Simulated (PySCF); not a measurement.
H₂O₃S, SMILES O=S(O)O.

The structure is a stationary point at B3LYP-D3(BJ)/def2-SVP. One conformer was computed; it need not be the lowest.

These are PBE/def2-TZVPD run with PySCF values and carry that method's errors.

Isolated molecule, no solvent.

Computed frontier levels, gap, dipole moment and polarisability:
The highest occupied level comes out as -7.20 eV and the lowest empty level is -1.29 eV. The orbital gap comes out as 5.90 eV and the dipole moment comes out as 1.54 D. The quadrupole, principal values (traceless, Buckingham form, about the centre of nuclear charge) is -8.56, 1.77, 6.78 D·Å and the mean static polarisability is 38.3 bohr³ (5.67 Å³). The polarisability, principal values comes out as 34.4, 39.3, 41.1 bohr³.
